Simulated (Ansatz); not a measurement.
Consider the homolysis of the C–Si bond: `[CH3][AlH][CH2][SiH2]F` → `[CH2][AlH][CH3]`• + `F[SiH2]`•.

Calculated with Ansatz (gas phase, PBE0-D4/def2-TZVP geometries, no zero-point term in ΔE). CCSD(T)/CBS is the MP2 limit (def2-TZVPP, def2-QZVPP) plus CCSD(T) − MP2 in def2-TZVPP, frozen cores. This one scheme is used for every species. DFT in def2-TZVPP. Open shells (•) are unrestricted, without spin–orbit coupling. Each species was taken in one conformer, which may not be the lowest.

`[CH3][AlH][CH2][SiH2]F`:

```xyz
13

C    -1.665   -1.353   -0.913
Al    0.084   -1.279   -0.056
C     0.584    0.245    1.070
Si    1.083    1.774    0.181
F     1.442    2.964    1.198
H    -2.177   -2.296   -0.694
H    -2.323   -0.532   -0.619
H    -1.554   -1.313   -2.002
H     1.136   -2.454   -0.253
H     1.402   -0.061    1.732
H    -0.289    0.492    1.688
H     2.295    1.544   -0.648
H    -0.019    2.271   -0.684
```

`[CH2][AlH][CH3]`•:

```xyz
9

C     1.130    1.513   -0.084
Al    0.094    0.013   -0.713
C    -0.899   -1.120    0.528
H     1.213    1.807    0.962
H     1.706    2.172   -0.732
H     0.074   -0.284   -2.276
H    -0.863   -0.761    1.559
H    -1.951   -1.198    0.235
H    -0.504   -2.142    0.519
```

`F[SiH2]`•:

Cartesian coordinates in Å:
```
F 0.128 -1.076 -0.999
Si -0.373 -0.037 0.116
H -0.231 1.336 -0.443
H 0.475 -0.223 1.327
```

CCSD(T)/CBS gives +96.3 kcal/mol.

**Question.** Another level gave +66.9 kcal/mol. Which?
A. ωB97X-V/def2-TZVPP
B. PBE-D4/def2-TZVPP
C. HF/def2-TZVPP
D. PBE/def2-TZVPP

**Answer.** C. HF/def2-TZVPP 66.9, PBE-D4 92.4, PBE 90.3, ωB97X-V 95.8 kcal/mol.

Largest T1 diagnostic among the species: 0.014.

In def2-TZVPP, CCSD(T) changes the Hartree–Fock value by +26.9 kcal/mol (the triples alone add +2.4 kcal/mol) and MP2 by +30.5 kcal/mol; breaking electron pairs costs correlation energy, which Hartree–Fock lacks. The D4 term adds +3.3 kcal/mol with B3LYP and +1.9 kcal/mol with PBE0; it sums over pairs of atoms, weighted by their polarisabilities, and B3LYP, whose exchange is more repulsive, gets the larger term.

B3LYP here is the variant with VWN-RPA as its local correlation; programs differ in this.
